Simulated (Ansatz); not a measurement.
Program: Ansatz. Geometries: PBE0-D4/def2-TZVP. ΔE: electronic, gas phase. CBS: MP2 limit from def2 TZ/QZ plus the TZ coupled-cluster correction, frozen cores. DFT in def2-TZVPP. Elements past krypton have def2 core potentials. For In outer-core shells are correlated without core-valence functions, which leaves a few kJ/mol of doubt a bond. One conformer a species, not always the lowest.

Consider the formal exchange of groups at a C–C bond: `CCCCC(C)O` + `[InH3]` → `C[CH](O)[InH2]` + `CCCC`.

`CCCCC(C)O`:

Z-matrix (Å, degrees):
```
C
C 1 1.519
H 1 1.094 2 111.1
H 1 1.092 2 111.7 3 120.3
H 1 1.094 2 111.0 3 -119.5
C 2 1.521 1 112.5 3 59.8
H 2 1.095 1 109.2 3 -178.1
H 2 1.097 1 109.7 3 -62.1
C 6 1.521 2 114.3 1 -176.6
H 6 1.096 2 108.8 1 -54.8
H 6 1.095 2 109.2 1 61.0
C 9 1.523 6 114.7 2 -65.8
H 9 1.099 6 109.5 2 172.7
H 9 1.097 6 109.8 2 56.6
C 12 1.516 9 111.8 6 179.4
O 12 1.419 9 111.5 6 -55.5
H 12 1.094 9 109.2 6 59.1
H 15 1.093 12 111.2 9 -60.1
H 15 1.096 12 110.6 9 59.4
H 15 1.091 12 110.5 9 179.3
H 16 0.962 12 107.9 9 -64.3
```

`[InH3]`:

```xyz
4

In    0.000    0.000    0.000
H    -1.382    0.987   -0.298
H     0.829   -0.743   -1.317
H     0.553   -0.244    1.615
```

`C[CH](O)[InH2]`:

Cartesian coordinates in Å:
```
C 0.311 1.066 0.807
C 0.012 -0.355 0.393
O 1.201 -1.060 0.014
In -1.091 -0.612 -1.478
H -0.604 1.586 1.106
H 0.994 1.094 1.668
H 0.774 1.634 -0.003
H -0.488 -0.884 1.214
H 1.829 -1.036 0.745
H -0.826 0.549 -2.734
H -2.112 -1.983 -1.731
```

`CCCC`:

```xyz
14

C     1.265   -1.470    0.166
C     0.666   -0.165   -0.327
C    -0.667    0.164    0.326
C    -1.265    1.471   -0.166
H     0.596   -2.311   -0.034
H     2.221   -1.684   -0.318
H     1.439   -1.440    1.246
H     0.532   -0.208   -1.414
H     1.368    0.657   -0.143
H    -0.533    0.205    1.413
H    -1.370   -0.657    0.140
H    -1.437    1.443   -1.245
H    -0.595    2.311    0.038
H    -2.221    1.684    0.317
```

| level | ΔE (kJ/mol) | difference from CCSD(T)/CBS |
| --- | --- | --- |
| revPBE-D4 | 10.9 | 2.4 |
| r2SCANh-D4 | 14.8 | 6.3 |
| BHLYP-D4 | 15.2 | 6.7 |
| PBE-QIDH | 14.9 | 6.4 |
| PBE | 3.7 | -4.8 |
| revPBE | -3.4 | -11.9 |
| r2SCANh | 12.9 | 4.4 |
| BHLYP | 13.2 | 4.7 |
| RPA@PBE/def2-TZVPP | 13.6 | 5.1 |
| MP2/def2-SVP | 25.8 | 17.3 |
| CCSD/def2-SVP | 26.7 | 18.2 |
| HF/def2-TZVPP | 19.8 | 11.3 |
| SCS-MP2/def2-TZVPP | 10.2 | 1.7 |
| HF/def2-QZVPP | 19.4 | 10.9 |
| MP2/def2-QZVPP | 6.3 | -2.2 |
| CCSD/CBS(def2) | 9.1 | 0.6 |
| CCSD(T)/CBS | 8.5 | 0 |

Largest T1 diagnostic among the species: 0.014.

From PBE to PBE0 (25 % exact exchange), in def2-TZVPP and without D4, ΔE moves by +7.0 kJ/mol. In def2-TZVPP, CCSD(T) changes the Hartree–Fock value by −5.7 kJ/mol (the triples alone add −0.6 kJ/mol) and MP2 by −10.1 kJ/mol.

CCSD(T)/CBS has its own doubt, a few kJ/mol and more with outer-core shells, so smaller differences from it don't rank the levels.
